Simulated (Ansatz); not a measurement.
TiSiN2H10O4, closed shell: at a first-order saddle point.

in.yaml

```yaml
crystal:
  periodic: [false, false, false]
  atoms:
    - {symbol: Si, position_ang: [-1.478848, -0.457084, -0.260789]}
    - {symbol: N, position_ang: [-1.358995, -2.198244, -1.070460]}
    - {symbol: N, position_ang: [-0.950428, 1.180206, 0.520801]}
    - {symbol: H, position_ang: [-0.043291, -1.704198, -0.800358]}
    - {symbol: O, position_ang: [0.231337, -0.730137, -0.337968]}
    - {symbol: Ti, position_ang: [1.211030, 0.822254, 0.422855]}
    - {symbol: O, position_ang: [1.392550, 2.353859, -0.534466]}
    - {symbol: O, position_ang: [1.303906, 1.061501, 2.219828]}
    - {symbol: O, position_ang: [2.758181, -0.040882, 0.067764]}
    - {symbol: H, position_ang: [-2.194877, 0.165058, -1.409857]}
    - {symbol: H, position_ang: [-2.263863, -0.922411, 0.917092]}
    - {symbol: H, position_ang: [-1.664727, -2.290177, -2.029580]}
    - {symbol: H, position_ang: [-1.710703, -2.985188, -0.542327]}
    - {symbol: H, position_ang: [-1.238197, 1.325047, 1.481704]}
    - {symbol: H, position_ang: [-1.190071, 2.016364, 0.000598]}
    - {symbol: H, position_ang: [2.179933, 2.536552, -1.052034]}
    - {symbol: H, position_ang: [2.055204, 0.756772, 2.733387]}
    - {symbol: H, position_ang: [2.961758, -0.889092, -0.325887]}
basis:
  gaussian: {orbitals: def2-TZVPP}
hamiltonian: {xc: {name: B97M-V}}
```

Command:

```bash
ansatz run in.yaml --threads 5 --pin off --events-out ev --progress --plain --max-ram 66560MiB --backend cuda --devices 0, --max-vram 37GiB
```

Output of Ansatz 0.2.0:

```
Functional definition: B97M-V
  name "B97M-V"
  cite "Mardirossian & Head-Gordon, J. Chem. Phys. 142, 074111 (2015) doi:10.1063/1.4907719"
  cite "Becke, J. Chem. Phys. 107, 8554 (1997) doi:10.1063/1.475007"
  cite "Vydrov & Van Voorhis, J. Chem. Phys. 133, 244103 (2010) doi:10.1063/1.3521275"
  # Of w^i u^j: cxij and so on, Table III.
  parameter cx00 = 1.000
  parameter cx01 = 1.308
  parameter cx02 = 1.901
  parameter cx10 = 0.416
  parameter cx11 = 3.070
  parameter css00 = 1.000
  parameter css02 = -1.855
  parameter css10 = -5.668
  parameter css32 = -20.497
  parameter css42 = -20.364
  parameter cos00 = 1.000
  parameter cos01 = 1.573
  parameter cos03 = -6.298
  parameter cos10 = 2.535
  parameter cos32 = -6.427
  parameter b = 6.0
  parameter c = 0.01
  gx(w, u) = cx00 + cx01*u + cx02*u^2 + (cx10 + cx11*u)*w
  gss(w, u) = css00 + css02*u^2 + css10*w + (css32*w^3 + css42*w^4)*u^2
  gos(w, u) = cos00 + cos01*u + cos03*u^3 + cos10*w + cos32*w^3*u^2
  exchange = spin_sum(e_x_unif_s*gx(b97_w, b97_u_x))
  correlation = spin_sum(e_c_pw_mod_same_spin*gss(b97_w, b97_u_same))
      + integral(e_c_pw_mod_opposite_spin*gos(b97_w_opposite, b97_u_opposite)) + vv10(b, c)
2224 factors; their error is unknown
mean field evaluation 1: about -42293.0815 eV, gradient 1.4e2 eV
mean field evaluation 2: about -41798.5897 eV, gradient 5.7e2 eV
mean field evaluation 4: about -42308.1548 eV, gradient 1.1e2 eV
mean field evaluation 8: about -42326.2491 eV, gradient 1.6e0 eV
mean field evaluation 16: about -42326.2436 eV, gradient 1.6e-2 eV
mean field -42326.24355930 eV, -1555.4607610460 hartree, gradient 2.2e-5 eV, S^2 0.000000; 0 other end points of the search recorded, 0 dependent functions left out
reference -42326.24365443 eV, -1555.4607645418 hartree; 46, 46 occupied and 386, 386 virtual orbitals, 2224 factors
Total energy: -42326.24365443 eV, -1555.4607645418 hartree
```

The lines “mean field evaluation” count trial sets of orbitals through the whole run, from several starts and some on an approximate energy, so they need not fall steadily or lie above the final value.

Hardware: 5 CPU threads of an AMD EPYC 7R13 and a share of one NVIDIA H100, shared host. Wall time 8.5 s; peak host memory 1.1 GiB.
